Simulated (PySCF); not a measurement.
cycl[3.3.3]borane (C12H9B), SMILES C1=C2B3C(C=CC=C3C=C1)=CC=C2. Atoms are numbered in the order given.

```xyz
22

C     -1.4222     2.4634     0.0000
C     -2.1533     1.2609     0.0000
C     -1.5076     0.0000     0.0000
C     -2.1533    -1.2609     0.0000
C     -1.4222    -2.4634     0.0000
C     -0.0153    -2.4952     0.0000
C      0.7538    -1.3056     0.0000
C      2.1686    -1.2344     0.0000
C      2.8445     0.0000     0.0000
C      2.1686     1.2344     0.0000
C      0.7538     1.3056     0.0000
C     -0.0153     2.4952     0.0000
B      0.0000     0.0000     0.0000
H     -1.9685     3.4095     0.0000
H     -3.2496     1.3257     0.0000
H     -3.2496    -1.3257     0.0000
H     -1.9685    -3.4095     0.0000
H      0.4767    -3.4771     0.0000
H      2.7729    -2.1514     0.0000
H      3.9369     0.0000     0.0000
H      2.7729     2.1514     0.0000
H      0.4767     3.4771     0.0000
```

Geometry optimised at B3LYP-D3(BJ)/def2-SVP.

Two levels are set side by side: PBE/pcSseg-1 (PySCF) and HF/pcSseg-1 (PySCF). GIAO shifts against BF3 (¹¹B), TMS (¹H), TMS (¹³C) at the same level; non-relativistic, no solvent, atoms listed together averaged. Differences are taken from unrounded values.

```
quantity                                       PBE
-------------------------------------------  -----
δ(¹³C) of C1, C5, C9 (ppm)                   136.4
δ(¹³C) of C2, C4, C6, C8, C10, C12 (ppm)     166.3
δ(¹³C) of C3, C7, C11 (ppm)                  152.0
δ(¹¹B) of B13 (ppm)                           25.5
δ(¹H) of H14, H17, H20 (ppm)                  5.06
δ(¹H) of H15, H16, H18, H19, H21, H22 (ppm)   5.64
```

Q: These are the PBE values. What does HF give? (Estimate from the structure and the level; the computed values follow.)

A: 
| quantity | HF | PBE minus HF |
|---|---|---|
| δ(¹³C) of C1, C5, C9 (ppm) | 122.7 | 13.7 |
| δ(¹³C) of C2, C4, C6, C8, C10, C12 (ppm) | 180.9 | -14.6 |
| δ(¹³C) of C3, C7, C11 (ppm) | 142.2 | 9.8 |
| δ(¹¹B) of B13 (ppm) | 26.7 | -1.3 |
| δ(¹H) of H14, H17, H20 (ppm) | 5.71 | -0.65 |
| δ(¹H) of H15, H16, H18, H19, H21, H22 (ppm) | 7.66 | -2.03 |

Rough cost on one machine, each run with all the roots and properties that it gave: HF against PBE within a factor of 2.
